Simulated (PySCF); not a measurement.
## Working with the constants of LaN

RHF-CCSD(T) constants of LaN, singlet, about 0.1 electrons in the 4f shell (Mulliken) (basis La x2c-TZVPall, N x2c-TZVPall; spin-free X2C with a Gaussian nucleus; PySCF 2.14; masses 138.9063 and 14.0031 u):

| Quantity | Value |
| --- | --- |
| ωe | 834.0 cm⁻¹ |
| ωexe | 3.23 cm⁻¹ |
| Be | 0.39547 cm⁻¹ |
| αe | 0.00214 cm⁻¹ |
| D (centrifugal) | 3.56e-07 cm⁻¹ |

Question: Give the vibrational terms G(v) and spacings up to v = 6.

Answer: G(v) = ωe(v+½) − ωexe(v+½)².

```tsv
v	G(v) (cm⁻¹)	G(v) − G(v−1)	Bv (cm⁻¹)
0	416		0.3944
1	1244	828	0.3923
2	2065	821	0.3901
3	2879	815	0.3880
4	3688	808	0.3858
5	4489	802	0.3837
6	5285	795	0.3816
```

A state of this spin cannot dissociate to the ground-state fragments, so its own limit lies higher than the one that De refers to.

Correlated steps freeze 19 core orbitals. These are scalar-relativistic numbers at best; spin–orbit coupling would shift them, the dissociation energy most.
